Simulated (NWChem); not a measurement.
Polarisability of HGe (+1)

```xyz
2

Ge     0.0000     0.0000     0.0482
H      0.0000     0.0000    -1.5435
```
Charge +1, spin multiplicity 1.

The numbers come from NWChem runs, not from measurements. The geometry was optimised at PBE0/def2-SVP, a minimum by its harmonic frequencies.

Basis set: def2-SVPD. Static limit.

The Hamiltonian is non-relativistic. The correlated methods keep 9 core orbitals frozen. B3LYP has NWChem's definition, with VWN1-RPA local correlation. The spin multiplicity of the parent species was assumed, not shown to be that of its ground state. The structure started from a generated list of species. Coupled-cluster values serve here as a point of comparison, not as the truth.

| method | isotropic polarisability (bohr³) |
|---|---|
| CCSD linear response | ? |
| HF | ? |
| B3LYP | ? |
| PBE0 | 21.50 |
| PBE | 21.25 |

### Question
What belongs in the gaps?

### Answer

- CCSD linear response, isotropic polarisability (bohr³): 21.59
- HF, isotropic polarisability (bohr³): 22.70
- B3LYP, isotropic polarisability (bohr³): 21.22
